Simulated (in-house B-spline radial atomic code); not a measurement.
Si²⁺. Computed with a B-spline radial atomic code. Model: all-electron spherical atom, spin shells full or empty, radial basis limit, no spin-orbit coupling, Breit or QED, empty-state partial waves extrapolated as (l+1/2)^-4, RPA, G0W0 and static COHSEX of the highest shell as one setting changes (uncorrelated shells keep exact exchange).

Given: element Si; charge 2; filled core Ne; hamiltonian non-relativistic; mean-field start HSE06; highest l of empty states 9; highest mean-field shell 3s.

Shell: 3s 1 1 (electrons up and down).

| lowest nl shells left uncorrelated | RPA correlation energy (hartree) | G0W0 level (eV) | G0W0 minus most complete (meV) | COHSEX level (eV) | removal by RPA minus most complete (meV) |
| --- | --- | --- | --- | --- | --- |
| 0 | -0.70431 | -33.713 | 0 | -35.815 | 0 |
| 1 | ? | ? | ? | ? | ? |
| 2 | ? | ? | ? | ? | ? |
| 3 | -0.08277 | -33.469 | 244.4 | -35.465 | -254.3 |

What follows for lowest nl shells left uncorrelated = 2?

RPA correlation energy -0.43563 hartree; G0W0 level -33.752 eV; G0W0 minus most complete -38.4 meV; COHSEX level -35.877 eV; removal by RPA minus most complete 27.3 meV.

What follows for lowest nl shells left uncorrelated = 1?

RPA correlation energy -0.58025 hartree; G0W0 level -33.711 eV; G0W0 minus most complete 2.9 meV; COHSEX level -35.807 eV; removal by RPA minus most complete 0 meV.
